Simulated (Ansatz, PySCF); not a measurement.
Spin states of H3O3Re (SMILES [OH][Re]([OH])[OH]), each relaxed with B3LYP-D3(BJ)/def2-TZVP.
State 1 (charge 0, multiplicity 3):
| atom | x (Å) | y (Å) | z (Å) |
|---|---|---|---|
| Re | 0.0538 | -0.0717 | -0.1034 |
| O | -1.2182 | -1.4123 | -0.3695 |
| H | -2.0539 | -1.2924 | 0.1075 |
| O | 0.1682 | 1.3738 | -1.2798 |
| H | -0.3341 | 2.1615 | -1.0197 |
| O | 1.2264 | -0.1818 | 1.3460 |
| H | 2.0557 | -0.6527 | 1.1696 |
State 2 (charge 0, multiplicity 5):
```xyz
7

Re     0.070     0.222    -0.221
O     -0.810    -1.439     0.329
H     -1.684    -1.609    -0.037
O     -0.006     1.707    -1.438
H     -0.358     2.581    -1.235
O      1.434    -0.343     1.013
H      1.252    -1.194     1.440
```

```json
[
 {"level": "SVWN5/def2-TZVPP", "energy of the multiplicity-5 state less that of the multiplicity-3 state (kcal/mol)": "27.48", "cost": "×0.7"},
 {"level": "PBE/def2-TZVPP", "energy of the multiplicity-5 state less that of the multiplicity-3 state (kcal/mol)": "21.21", "cost": "×1"},
 {"level": "PBE-D3(BJ)/def2-TZVPP", "energy of the multiplicity-5 state less that of the multiplicity-3 state (kcal/mol)": "21.21", "cost": "×1"},
 {"level": "PBE-D4/def2-TZVPP", "energy of the multiplicity-5 state less that of the multiplicity-3 state (kcal/mol)": "21.25", "cost": "×1"},
 {"level": "BLYP/def2-TZVPP", "energy of the multiplicity-5 state less that of the multiplicity-3 state (kcal/mol)": "23.93", "cost": "×0.9"},
 {"level": "BLYP-D3(BJ)/def2-TZVPP", "energy of the multiplicity-5 state less that of the multiplicity-3 state (kcal/mol)": "23.91", "cost": "×0.9"},
 {"level": "BLYP-D4/def2-TZVPP", "energy of the multiplicity-5 state less that of the multiplicity-3 state (kcal/mol)": "23.95", "cost": "×0.9"},
 {"level": "r2SCAN/def2-TZVPP", "energy of the multiplicity-5 state less that of the multiplicity-3 state (kcal/mol)": "15.94", "cost": "×1"},
 {"level": "r2SCAN-D3(BJ)/def2-TZVPP", "energy of the multiplicity-5 state less that of the multiplicity-3 state (kcal/mol)": "15.95", "cost": "×1"},
 {"level": "r2SCAN-D4/def2-TZVPP", "energy of the multiplicity-5 state less that of the multiplicity-3 state (kcal/mol)": "15.95", "cost": "×1"},
 {"level": "B97M-V/def2-TZVPP", "energy of the multiplicity-5 state less that of the multiplicity-3 state (kcal/mol)": "16.05", "cost": "×2"},
 {"level": "r2SCANh/def2-TZVPP", "energy of the multiplicity-5 state less that of the multiplicity-3 state (kcal/mol)": "14.56", "cost": "×2"},
 {"level": "B3LYP/def2-TZVPP", "energy of the multiplicity-5 state less that of the multiplicity-3 state (kcal/mol)": "20.75", "cost": "×1"},
 {"level": "B3LYP-D3(BJ)/def2-TZVPP", "energy of the multiplicity-5 state less that of the multiplicity-3 state (kcal/mol)": "20.75", "cost": "×1"},
 {"level": "B3LYP-D4/def2-TZVPP", "energy of the multiplicity-5 state less that of the multiplicity-3 state (kcal/mol)": "20.80", "cost": "×1"},
 {"level": "PBE0/def2-TZVPP", "energy of the multiplicity-5 state less that of the multiplicity-3 state (kcal/mol)": "16.55", "cost": "×1"},
 {"level": "PBE0-D3(BJ)/def2-TZVPP", "energy of the multiplicity-5 state less that of the multiplicity-3 state (kcal/mol)": "16.56", "cost": "×1"},
 {"level": "PBE0-D4/def2-TZVPP", "energy of the multiplicity-5 state less that of the multiplicity-3 state (kcal/mol)": "16.59", "cost": "×1"},
 {"level": "BHLYP/def2-TZVPP", "energy of the multiplicity-5 state less that of the multiplicity-3 state (kcal/mol)": "15.32", "cost": "×2"},
 {"level": "BHLYP-D3(BJ)/def2-TZVPP", "energy of the multiplicity-5 state less that of the multiplicity-3 state (kcal/mol)": "15.34", "cost": "×2"},
 {"level": "BHLYP-D4/def2-TZVPP", "energy of the multiplicity-5 state less that of the multiplicity-3 state (kcal/mol)": "15.38", "cost": "×2"},
 {"level": "CAM-B3LYP/def2-TZVPP", "energy of the multiplicity-5 state less that of the multiplicity-3 state (kcal/mol)": "19.36", "cost": "×2"},
 {"level": "CAM-B3LYP-D3(BJ)/def2-TZVPP", "energy of the multiplicity-5 state less that of the multiplicity-3 state (kcal/mol)": "19.38", "cost": "×2"},
 {"level": "CAM-B3LYP-D4/def2-TZVPP", "energy of the multiplicity-5 state less that of the multiplicity-3 state (kcal/mol)": "19.41", "cost": "×2"},
 {"level": "wB97X-V/def2-TZVPP", "energy of the multiplicity-5 state less that of the multiplicity-3 state (kcal/mol)": "21.97", "cost": "×4"},
 {"level": "wB97M-V/def2-TZVPP", "energy of the multiplicity-5 state less that of the multiplicity-3 state (kcal/mol)": "18.65", "cost": "×4"},
 {"level": "B2PLYP/def2-TZVPP", "energy of the multiplicity-5 state less that of the multiplicity-3 state (kcal/mol)": "21.01", "cost": "×2"},
 {"level": "B2PLYP-D3(BJ)/def2-TZVPP", "energy of the multiplicity-5 state less that of the multiplicity-3 state (kcal/mol)": "21.02", "cost": "×2"},
 {"level": "B2PLYP-D4/def2-TZVPP", "energy of the multiplicity-5 state less that of the multiplicity-3 state (kcal/mol)": "21.05", "cost": "×2"},
 {"level": "CCSD/def2-SVP", "energy of the multiplicity-5 state less that of the multiplicity-3 state (kcal/mol)": "13.21", "cost": "-"},
 {"level": "CCSD/def2-TZVPP", "energy of the multiplicity-5 state less that of the multiplicity-3 state (kcal/mol)": "14.38", "cost": "-"},
 {"level": "CCSD(T)/def2-SVP", "energy of the multiplicity-5 state less that of the multiplicity-3 state (kcal/mol)": "16.34", "cost": "×10"},
 {"level": "CCSD(T)/def2-TZVPP", "energy of the multiplicity-5 state less that of the multiplicity-3 state (kcal/mol)": "18.29", "cost": "×100"},
 {"level": "CCSD(T)/CBS(def2-SVP, def2-TZVPP)", "energy of the multiplicity-5 state less that of the multiplicity-3 state (kcal/mol)": "18.17", "cost": "×100"}
]
```

The rows run from 13.21 (CCSD/def2-SVP) to 27.48 kcal/mol (SVWN5/def2-TZVPP). From def2-SVP to def2-TZVPP CCSD(T) changes by 1.95. The dispersion term adds 0.00 in PBE-D3(BJ), 0.04 in PBE-D4, -0.02 in BLYP-D3(BJ). The 13 functionals in def2-TZVPP without D3 or D4 span 12.92, from r2SCANh to SVWN5.

Singlets are restricted, other states unrestricted; no spin–orbit coupling, no relativity up to Kr; see below for the cores. The largest T1 diagnostic is 0.028.

Correlated levels freeze the inner cores; with def2 sets outer-core shells near the valence are correlated too. CBS: X⁻³ extrapolation of the correlation energy, Hartree–Fock from the larger set.

Codes used: Ansatz (Gaussian basis) for Hartree–Fock, density functionals and correlated methods; PySCF for the dispersion terms. Values without a source in brackets are computed. In def2 rows elements past Kr take small-core potentials, without spin–orbit coupling.

Costs are rough ratios of core time to PBE/def2-TZVPP (about 25 s over the structures, on one shared machine); a dash marks a level with no comparable run of its own.

Ansatz is a first-principles code.
